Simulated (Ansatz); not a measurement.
Ansatz (a program for electronic structure) input:

Ansatz 0.2 input:
```yaml
crystal:
  periodic: [false, false, false]
  atoms:
    - {symbol: Mo, position_ang: [-0.00000000, 0.00000000, 0.00000000]}
    - {symbol: C, position_ang: [-0.27367421, -0.96760989, 1.82095601]}
    - {symbol: C, position_ang: [-0.20742406, 2.06479699, 0.14365211]}
    - {symbol: C, position_ang: [-1.43797344, -0.51498018, -1.41211723]}
    - {symbol: C, position_ang: [1.91907170, -0.58220691, -0.55249089]}
    - {symbol: H, position_ang: [0.35684770, -0.64220750, 2.65430449]}
    - {symbol: H, position_ang: [-0.31986707, -2.06090173, 1.79874185]}
    - {symbol: H, position_ang: [-1.29677551, -0.58141395, 1.98979673]}
    - {symbol: H, position_ang: [0.06064164, 2.65208822, -0.74017145]}
    - {symbol: H, position_ang: [0.58895563, 2.19565972, 0.90064954]}
    - {symbol: H, position_ang: [-1.14521288, 2.44014395, 0.56505579]}
    - {symbol: H, position_ang: [-1.22150052, -1.59985920, -1.38828922]}
    - {symbol: H, position_ang: [-2.48497242, -0.36858615, -1.12878670]}
    - {symbol: H, position_ang: [-1.27911790, -0.15664188, -2.43401393]}
    - {symbol: H, position_ang: [2.06748309, -1.64129458, -0.78534635]}
    - {symbol: H, position_ang: [2.74419785, -0.22260035, 0.07021630]}
    - {symbol: H, position_ang: [1.92932040, -0.01438657, -1.50215704]}
basis:
  gaussian:
    orbitals: def2-SVPD
magnetization: {spin_polarized: false}
correlation: {method: ccsd_t, electrons: outside_noble_gas}
output: {forces: true}
```

Problem. What final total energy does it print?

Solution. -226.67011 Eh (CCSD(T)/def2-SVPD). The basis has 210 functions.

This is an excited singlet: at this geometry the triplet lies 0.62 eV lower at RI-MP2/CBS(def2-TZVPPD,def2-QZVPPD)+[CCSD(T)-MP2]/def2-TZVPPD.
